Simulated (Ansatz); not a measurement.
Consider the ligand exchange at the Al–Te bond: `[CH3][AlH][TeH]` + `O[SiH2][SiH3]` → `[CH3][AlH][O][SiH2][SiH3]` + H₂Te.

Isolated molecules relaxed with PBE0-D4/def2-TZVP in Ansatz; ΔE leaves out vibrations. CBS: MP2 limit from def2 TZ/QZ plus the TZ coupled-cluster correction, frozen cores. Functionals use def2-TZVPP. B3LYP here is the variant with VWN-RPA as its local correlation; programs differ in this. Elements past krypton have def2 core potentials. For Te outer-core shells are correlated without core-valence functions, which leaves a few kJ/mol of doubt a bond. One conformer a species, not always the lowest.

Problem. Is it downhill or uphill in electronic energy at CCSD(T)/CBS, and by how much? (Best estimate.)

Solution. The calculation gave: Downhill: ΔE = -39.2 kJ/mol.

Problem. What do these levels give: r2SCAN-D4, PBE0-D4, B3LYP-D4, ωB97M-V, B2PLYP, B3LYP, HF/def2-TZVPP, MP2/def2-TZVPP, SCS-MP2/def2-TZVPP, CCSD/def2-TZVPP, CCSD(T)/def2-TZVPP, SCS-MP2/def2-QZVPP? (Estimate.)

Solution. Computed: r2SCAN-D4 -40.5, PBE0-D4 -31.8, B3LYP-D4 -49.8, ωB97M-V -45.0, B2PLYP -44.8, B3LYP -44.6, HF/def2-TZVPP -48.9, MP2/def2-TZVPP -39.4, SCS-MP2/def2-TZVPP -45.6, CCSD/def2-TZVPP -46.9, CCSD(T)/def2-TZVPP -44.9, SCS-MP2/def2-QZVPP -43.1 kJ/mol.

Largest T1 diagnostic among the species: 0.012.

The D4 term adds −5.2 kJ/mol with B3LYP and −3.4 kJ/mol with PBE0; it sums over pairs of atoms, weighted by their polarisabilities, and B3LYP, whose exchange is more repulsive, gets the larger term. In def2-TZVPP, CCSD(T) changes the Hartree–Fock value by +3.9 kJ/mol (the triples alone add +2.0 kJ/mol) and MP2 by +9.5 kJ/mol.
